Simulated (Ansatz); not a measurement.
A calculation with Ansatz (development build ahead of 0.2.0).

```yaml
crystal:
  periodic: [false, false, false]
  atoms:
    - { symbol: Ti, position_ang: [0.0, 0.0, 0.0] }
    - { symbol: O, position_ang: [0.0, 2.54, 0.9245] }
    - { symbol: S, position_ang: [0.0, -2.9783, 1.084] }
basis:
  gaussian: { orbitals: pcseg-2 }
magnetization:
  initial_magnetization: 4
hamiltonian:
  xc: { name: wB97X }
```

The input is written out in the form of the current development build from the run's settings.

Results

```json
{
  "Converged": "yes",
  "Total energy": "-1322.67158 hartree",
  "Spin squared of the determinant": "6.000",
  "Stability test": "minimum among restricted orbitals"
}
```

Caution: no unrestricted run beside it, a lower state can exist; other spin multiplicities were not run.
